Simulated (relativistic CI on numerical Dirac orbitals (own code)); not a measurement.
# Energy levels of Os6+

These numbers are calculated, not measured: Dirac-Coulomb-Breit CI, orbitals from a KLI potential per configuration, QED by a radiative potential, unscaled Slater integrals (own radial code, finite nucleus).

Configuration list (outside the closed core [Kr] 4d10): 4f14 5s2 5p6 5d2, 4f14 5s2 5p6 5d 6s, 4f14 5s2 5p6 5d 5f, 4f14 5s2 5p6 5d 6p, 4f14 5s2 5p5 5d3, 4f14 5s2 5p6 6s2, 4f14 5s2 5p6 5d 5g, 4f14 5s2 5p6 5f2, 4f14 5s2 5p6 5d 6d, 4f14 5s2 5p6 6s 6p, 4f14 5s2 5p6 5d 7s, 4f14 5s2 5p6 5d 7p, 4f14 5s2 5p6 5g2, 4f14 5s2 5p6 5d 6f, 4f14 5s2 5p6 6p2, 4f14 5s2 5p5 5d2 5f, 4f14 5s2 5p6 5d 7d, 4f13 5s2 5p6 5d3, 4f14 5s2 5p6 5f 6s, 4f14 5s2 5p6 5d 8s, 4f14 5s 5p6 5d3, 4f14 5s2 5p6 5d 8p, 4f14 5s2 5p5 5d2 5g, 4f14 5s2 5p5 5d2 6s, 4f14 5s2 5p6 5f 6p, 4f13 5s2 5p6 5d2 6s, 4f14 5s2 5p6 5g 6s, 4f14 5s2 5p6 5f 5g, 4f14 5s 5p6 5d2 5f, 4f14 5s2 5p5 5d2 6p, 4f13 5s2 5p6 5d2 6p, 4f14 5p6 5d4, 4f14 5p5 5d5. Double excitations out of closed p, d and f shells are left out; levels of such configurations are missing from the list, as are those of other unlisted configurations, and high levels can miss mixing partners. These lack a partner that the ground configuration has and come out too high: 4f14 5s2 5p5 5d2 5f, 4f14 5s2 5p5 5d2 5g, 4f14 5s2 5p5 5d2 6s, 4f13 5s2 5p6 5d2 6s, 4f14 5s 5p6 5d2 5f.

The lowest level is 4f14 5s2 5p6 5d2 3F_2, with 89 % of that term; Hund's rules for 4f14 5s2 5p6 5d2 give 3F with J = 2, in agreement.

```csv
No.,Configuration,Term,J,E (cm⁻¹),%,Next component (%)
1,4f14 5s2 5p6 5d2,3F,2,0,89,10 1D
2,4f14 5s2 5p6 5d2,3F,3,9608,99,1 4f14 5s2 5p5 5d2 5f 3F
3,4f14 5s2 5p6 5d2,3F,4,17437,88,12 1G
4,4f14 5s2 5p6 5d2,3P,0,17584,92,7 1S
5,4f14 5s2 5p6 5d2,1D,2,20284,49,41 3P
6,4f14 5s2 5p6 5d2,3P,1,23094,99,1 4f14 5s2 5p5 5d2 5f 3P
7,4f14 5s2 5p6 5d2,1G,4,32174,87,12 3F
8,4f14 5s2 5p6 5d2,3P,2,33585,57,39 1D
9,4f14 5s2 5p6 5d2,1S,0,63516,92,7 3P
10,4f14 5s2 5p6 5d 6s,3D,1,132405,99,1 4f14 5s2 5p5 5d2 6p 3D
11,4f14 5s2 5p6 5d 6s,3D,2,134672,84,15 1D
12,4f14 5s2 5p6 5d 6s,3D,3,144675,99,1 4f14 5s2 5p5 5d2 6p 3D
13,4f14 5s2 5p6 5d 6s,1D,2,151585,83,15 3D
14,4f14 5s2 5p6 5d 6p,3F°,2,212656,67,27 1D°
15,4f14 5s2 5p6 5d 6p,3D°,1,216924,71,18 1P°
16,4f14 5s2 5p6 5d 6p,3D°,2,227083,52,26 3P°
17,4f14 5s2 5p6 5d 6p,3F°,3,228356,59,27 3D°
18,4f14 5s2 5p6 5d 6p,3D°,2,235905,36,31 1D°
19,4f14 5s2 5p6 5d 6p,3F°,3,240549,40,36 3D°
20,4f14 5s2 5p6 5d 6p,3P°,1,242048,63,23 3D°
21,4f14 5s2 5p6 5d 6p,3P°,0,244445,99,
22,4f14 5s2 5p6 5d 6p,3F°,4,250653,99,
23,4f14 5s2 5p6 5d 6p,3P°,2,251955,67,24 1D°
24,4f14 5s2 5p6 5d 6p,1F°,3,253093,63,36 3D°
25,4f14 5s2 5p6 5d 6p,1P°,1,259531,66,27 3P°
26,4f14 5s2 5p6 6s2,1S,0,280468,97,2 4f14 5s2 5p6 6p2 1S
27,4f14 5s2 5p6 5d 5f,1G°,4,332467,56,24 3H°
28,4f14 5s2 5p6 5d 5f,3F°,2,333724,67,24 1D°
29,4f14 5s2 5p6 5d 5f,3G°,3,335245,52,34 3F°
30,4f14 5s2 5p6 5d 5f,3H°,4,335655,61,19 3G°
```

Energies count from the lowest computed level; ° marks odd parity.

The mean weight of the leading LS term, summed over parents, in these 30 levels is 74 %, and that of the leading jj configuration (from the same eigenvectors) 87 %, so jj coupling describes them better and the LS labels are nominal.

At this charge configurations can still be misplaced by up to about 7 % of their energy. Terms inside the open d or f shell come out 10 to 20 % too wide with unscaled integrals. Levels and lines within the n = 5 or 6 shells can be off by up to 10 % or somewhat more, and those that change n by about 2 %, since core polarisation is missing. 10 of the 11 excited levels that our extract of the measured tables holds in this range could be paired (the sources list more); they are missed by 2304 cm⁻¹ on average and 5806 at most, and levels without a partner can miss by more. Some levels of the ground configuration have no partner and can miss by 10 % or more. Levels that differ in their count of f electrons can be misplaced by several ten thousand cm⁻¹, since the correlation energy of f electrons is missing or only estimated; rates across such gaps can be off by orders of magnitude.

Landé's interval rule says that E(J) − E(J−1) = AJ with one A. For the ground term the intervals give A = 3202.5, 1957.4 cm⁻¹ for J = 3, 4; the multiplet is regular.

LS names give the leading component of a level, which can be under half, so a name can repeat, a term be missing and a line seem to break the LS rules.
